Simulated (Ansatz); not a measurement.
Cost and result for the atomization energy of `[SH][Ga]([Cl])[Cl]` (5 atoms, 4 bonds).

```xyz
5

S     0.899    1.500   -0.017
Ga    0.076   -0.512   -0.026
Cl    1.360   -2.191   -0.197
Cl   -2.017   -0.854    0.134
H    -0.319    2.057    0.105
```

Charge 0, multiplicity 1. Correlated methods include outer-core shells of Ga, which these sets cover unevenly. Scalar relativity is left out up to krypton. The structure was optimised at the PBE0-D4/def2-TZVP level. It is one conformer, not always the lowest. Program: Ansatz. All runs use 2 threads of a server CPU on a shared host. Times are those of one run each, without the atoms' runs, and a repeat can differ threefold. Electronic energies, without spin–orbit coupling; frozen cores. CCSD(T)/CBS adds CCSD(T) − MP2 in def2-TZVPP to the MP2 limit, and its time is that of the two runs behind it. T1 = 0.011. With those shells the extrapolation isn't a true limit. HSE06 is the plane-wave form, built on full-range PBE exchange.

CCSD(T)/CBS is a level of theory with its own doubt, some kJ/mol a heavy atom from the limit and from the frozen cores, so smaller differences don't rank the functionals.

```tsv
level	functions	wall time
revPBE-D4/def2-TZVPP	188	2.9 s
BLYP-D4/def2-TZVPP	188	3.1 s
CCSD(T)/def2-SVP	91	4.4 s
PBE0-D4/def2-TZVPP	188	5.5 s
HSE06-D4/def2-TZVPP	188	6 s
CAM-B3LYP-D4/def2-TZVPP	188	6.5 s
PBE-QIDH/def2-TZVPP	188	8 s
r2SCANh-D4/def2-TZVPP	188	9.5 s
B97M-V/def2-TZVPP	188	14 s
ωB97M-V/def2-TZVPP (with forces)	188	19 s
MP2/def2-QZVPP	329	22 s
CCSD(T)/def2-TZVPP	188	100 s
CCSD(T)/CBS(def2)	–	2 min
```

Question: What atomization energy does each give, and how far from CCSD(T)/CBS? (An estimate is asked.)

Answer: Ansatz gave: 
```tsv
level	atomization (kJ/mol)	difference from CCSD(T)/CBS	per bond
revPBE-D4/def2-TZVPP	1375.5	-34.7	-8.7
BLYP-D4/def2-TZVPP	1348.8	-61.4	-15.3
CCSD(T)/def2-SVP	1297.8	-112.4	-28.1
PBE0-D4/def2-TZVPP	1405.7	-4.5	-1.1
HSE06-D4/def2-TZVPP	1407.2	-3.0	-0.7
CAM-B3LYP-D4/def2-TZVPP	1370.0	-40.2	-10.0
PBE-QIDH/def2-TZVPP	1416.7	6.5	1.6
r2SCANh-D4/def2-TZVPP	1416.6	6.4	1.6
B97M-V/def2-TZVPP	1435.3	25.1	6.3
ωB97M-V/def2-TZVPP (with forces)	1408.5	-1.7	-0.4
MP2/def2-QZVPP	1447.9	37.7	9.4
CCSD(T)/def2-TZVPP	1371.1	-39.1	-9.8
CCSD(T)/CBS(def2)	1410.2	0.0	0.0
```

In def2-TZVPP, CCSD(T) changes the Hartree–Fock value by +350.1 kJ/mol (the triples alone add +33.5 kJ/mol) and MP2 by +405.0 kJ/mol; breaking electron pairs costs correlation energy, which Hartree–Fock lacks. Leaving LDA and LC-ωPBE aside and taking each functional with its dispersion term where it has one, the values, not all of them listed here, spread over 95.2 kJ/mol, from BHLYP-D4 to B97M-V. LDA lies +216.3 kJ/mol from PBE without D4, its usual overbinding. At CCSD(T), def2-SVP lies −112.3 kJ/mol from the extrapolated value and def2-TZVPP −39.0 kJ/mol: correlation converges slowly with the basis, and small sets miss more of it in the bonded molecule than in its fragments.
